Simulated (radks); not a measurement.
The numbers below are computed, except where a source is named.
Species: the tin ion Sn5+. Configuration: [Kr] 4d9 (the NIST ground configuration). Code: a radial shooting solver on a logarithmic mesh with Libxc functionals. Model: Dirac Kohn-Sham, BLYP, spin-unpolarised, spherical densities, point nucleus; open shells are shared between the two j in proportion to 2j + 1.

Unscreened Slater integrals over Kohn-Sham orbitals (cm^-1). Large and small components are both included.

integral,value
"F0(4d5/2,4d5/2)",189970
"F2(4d5/2,4d5/2)",96270
"F4(4d5/2,4d5/2)",63743
"F0(4d5/2,4d3/2)",190970
"F2(4d5/2,4d3/2)",96748
"G2(4d5/2,4d3/2)",96674
"G4(4d5/2,4d3/2)",64016
"F0(4d5/2,4p3/2)",204580
"F2(4d5/2,4p3/2)",103730
"G1(4d5/2,4p3/2)",131870
"G3(4d5/2,4p3/2)",81499
"F0(4d5/2,4p1/2)",207260
"G3(4d5/2,4p1/2)",81228
"F0(4d3/2,4d3/2)",192000
"F2(4d3/2,4d3/2)",97254
"F0(4d3/2,4p3/2)",205860
"F2(4d3/2,4p3/2)",104580
"G1(4d3/2,4p3/2)",133070
"G3(4d3/2,4p3/2)",82289
"F0(4d3/2,4p1/2)",208590
"G1(4d3/2,4p1/2)",133220
"F0(4p3/2,4p3/2)",223220
"F2(4p3/2,4p3/2)",117220
"F0(4p3/2,4p1/2)",226750
"G2(4p3/2,4p1/2)",118590
"F0(4p1/2,4p1/2)",230510
